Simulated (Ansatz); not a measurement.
Consider the redistribution: `F[SiH2]S[SiH](F)F` + `O[Si](F)(Cl)O[SiH3]` → `O[SiH2]S[SiH](F)F` + `F[Si](F)(Cl)O[SiH3]`.

Program: Ansatz. Geometries: PBE0-D4/def2-TZVP. ΔE: electronic, gas phase. CBS: MP2 limit from def2 TZ/QZ plus the TZ coupled-cluster correction, frozen cores. Functionals use def2-TZVPP. B3LYP here is the variant with VWN-RPA as its local correlation; programs differ in this. One conformer a species, not always the lowest.

```
             level  ΔE (kJ/mol)  difference from CCSD(T)/CBS
           PBE0-D4          0.8                          0.1
          B3LYP-D4          2.2                          1.5
           ωB97X-V          2.5                          1.8
           ωB97M-V          2.3                          1.6
               PBE          0.0                         -0.7
            r2SCAN          0.7                          0.0
     HF/def2-TZVPP         -0.3                         -1.0
    MP2/def2-TZVPP          0.3                         -0.4
   CCSD/def2-TZVPP          0.2                         -0.5
CCSD(T)/def2-TZVPP          0.4                         -0.3
     HF/def2-QZVPP         -0.8                         -1.5
    MP2/def2-QZVPP          0.2                         -0.5
SCS-MP2/def2-QZVPP          0.1                         -0.6
      HF/CBS(def2)         -0.9                         -1.6
     MP2/CBS(def2)          0.6                         -0.1
    CCSD/CBS(def2)          0.5                         -0.2
       CCSD(T)/CBS          0.7                            0
```

Largest T1 diagnostic among the species: 0.012.

CCSD(T)/CBS has its own doubt, a few kJ/mol and more with outer-core shells, so smaller differences from it don't rank the levels.
